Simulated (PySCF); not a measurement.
# How methods differ on the excitation energy of Ti⁺

Ti⁺ [Ar] 3d2 4s1 (4F) → Ti⁺ [Ar] 3d1 4s1 5s1 (4D), as a difference of total energies. All numbers are calculated (PySCF 2.14, scalar relativity by spin-free X2C-1e, in aug-cc-pVTZ-DK). Correlated levels: valence: [Ar] frozen. The calculations carry no spin-orbit coupling.

```
           method  excitation energy (eV)
              UHF                  11.301
              LDA                  12.300
              PBE                  12.211
             PBE0                  12.138
           r2SCAN                  12.566
            M06-L                  12.211
          LC-wPBE                  12.263
          r2SCANh                  12.497
            wB97X                  12.085
    MP2 (valence)                  11.407
SCS-MP2 (valence)                  11.337
```

**Question.** How much does correlation contribute at MP2 (valence)?

**Answer.** 11.407 − (11.301) = 0.106 eV, measured against UHF.

The promoted electron is Rydberg-like, and one or two diffuse shells describe it only roughly, which tends to raise the upper state.
